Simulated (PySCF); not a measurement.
# Ionisation energy of Tm³⁺ by level of theory

Tm³⁺ [Xe] 4f12 [4f5/2^6 4f7/2^6, M_J = 6] → Tm⁴⁺ [Xe] 4f11 [4f5/2^6 4f7/2^5, M_J = 15/2], as a difference of total energies. All numbers are calculated (PySCF 2.14, the two-component X2C-1e Hamiltonian, in x2c-TZVPall-2c (11s11p10d4f1g, 131 functions)). Correlated levels: [Ar] 3d10 frozen; the 18 highest virtual spinors dropped. "Screened" scales the spin-orbit matrix elements by Boettger's factors to mimic the two-electron term; Breit and QED terms are absent.

| method | ionisation energy (eV) | difference from reference (eV) |
| --- | --- | --- |
| GHF (spin-free) | 38.587 | -3.823 |
| GMP2 (spin-free) | 42.851 | +0.441 |
| GHF (screened spin-orbit) | 38.202 | -4.208 |
| GMP2 (screened spin-orbit) | 42.467 | +0.057 |

Reference: 42.41 ± 0.04 eV (semi-empirical (NIST evaluation); NIST Atomic Spectra Database, ionization energies).

The spin-free rows relax to the high-spin LS determinant and lack the spin-orbit shift.

The labels give the starting determinants; with spin-orbit coupling the two ends relaxed to ⟨J²⟩ = 42.01, ⟨L²⟩ = 30.19, ⟨S²⟩ = 2.08 and ⟨J²⟩ = 63.75, ⟨L²⟩ = 42.48, ⟨S²⟩ = 3.76.
